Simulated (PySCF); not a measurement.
C₃H, SMILES [C]([CH+])[C] (connectivity only; charge and spin as stated), charge +1, multiplicity 1.

Geometry optimised at PBE-D3(BJ)/def2-TZVP.

These are PBE-D3(BJ)/def2-TZVP run with PySCF values and carry that method's errors.

No scaling factor is applied to the harmonic values.

Modes within 1.5 cm⁻¹ of each other (mostly degenerate sets) share a row, with their intensities summed.

```csv
mode,ν (cm⁻¹),IR (km/mol),moving atoms (share of kinetic energy)
1–2,132,2.4,"C 87 %, H 13 %"
3–4,799,33.6,"H 72 %, C 28 %"
5,1157,64.2,C 96 %
6,2108,776.8,"C 92 %, H 8 %"
7,3231,113.8,"H 85 %, C 15 %"
```
